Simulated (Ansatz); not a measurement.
Relaxation of Cl₂FHSi (5 atoms, charge 0, multiplicity 1), to a largest force component of 0.02 eV/Å in at most 40 steps.

Computed with RKS PBE0/def2-SVP in Ansatz.

```xyz
5
Properties=species:S:1:pos:R:3
Si 0.000 0.000 0.000
H 0.000 0.000 1.460
Cl 2.009 0.000 -0.709
F -0.749 1.297 -0.529
Cl -1.003 -1.738 -0.709
```

Where does it end, and by what steps?

The forces met the threshold. After 4 steps the energy has fallen by 0.168 eV; Cl3 moved furthest, 0.08 Å.

```tsv
step	energy less start (eV)	largest force component (eV/Å)	accepted
0	0.0000	1.788	yes
1	-0.1598	0.598	yes
2	-0.1669	0.167	yes
3	-0.1681	0.040	yes
4	-0.1682	0.003	yes
```

```xyz
5
Properties=species:S:1:pos:R:3
Si 0.018 -0.031 0.000
H 0.005 -0.008 1.474
Cl 1.931 -0.004 -0.703
F -0.736 1.276 -0.556
Cl -0.961 -1.674 -0.703
```

Whether the end is a true minimum wasn't checked by a vibrational analysis.

The run took 10 s on 1 thread of Arm Neoverse V2, with other jobs on the host, peak memory 0.14 GiB.
